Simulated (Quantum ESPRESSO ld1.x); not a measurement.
Results of a calculation; reference values are marked as such.
Q: These are the eigenvalues of the occupied orbitals of an atom or ion with whole-number occupations (hartree). Level of theory: Dirac Kohn-Sham, PBE, spin-unpolarised, spherical densities, point nucleus (ld1.x of Quantum ESPRESSO 7.5).

orbital  eigenvalue
1s1/2    -3237.7982
2s1/2     -582.3192
2p1/2     -559.3165
2p3/2     -478.8356
3s1/2     -143.1793
3p1/2     -132.8189
3p3/2     -114.8584
3d3/2      -97.8697
3d5/2      -94.0482
4s1/2      -35.8644
4p1/2      -31.3819
4p3/2      -26.9814
4d3/2      -19.6901
4d5/2      -18.8682
5s1/2       -9.6141
4f5/2       -9.4252
4f7/2       -9.2391
5p1/2       -8.0520
5p3/2       -7.1739
5d3/2       -4.9035
5d5/2       -4.7782

Which element is it, and in what charge state? The configuration may be excited. Open shells, if any, fill j = l - 1/2 first.

A: Z = 82, lead, charge +8: Pb8+ in [Xe] 4f14 5d6. The list shows which subshells hold electrons but not how many an open one holds; the 1s level, -3237.8 hartree, gives Z - s = 80.5 by -(Z - s)^2/2, which with screening and relativity narrows Z to a few neighbours, and the depths of the outer levels then fix element, charge and occupations together.
